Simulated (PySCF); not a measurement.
B(H)(SMe)2 (C₂H₇BS₂), SMILES CSBSC. The structure is a stationary point at PBE-D3(BJ)/def2-SVP. This is a generated structure with no PubChem entry under its InChIKey; it may be hypothetical. The values are those of a single conformer.

Give the equilibrium geometry at PBE-D3(BJ)/def2-SVP (PySCF confirms it by a frequency run) as Cartesian coordinates in Å, and its point group. (An estimate is asked for; the answer gives what the named calculation found.)

Several could match; the one computed here: point group C2v.
```xyz
12

B      0.0000     0.0000    -0.3284
H      0.0000     0.0000    -1.5445
S     -1.5481     0.0000     0.5806
C     -2.7897     0.0000    -0.7690
H     -2.6884    -0.9053    -1.3959
H     -3.7869     0.0000    -0.2906
H     -2.6884     0.9053    -1.3959
S      1.5481     0.0000     0.5806
C      2.7897     0.0000    -0.7690
H      2.6884     0.9053    -1.3959
H      3.7869     0.0000    -0.2906
H      2.6884    -0.9053    -1.3959
```
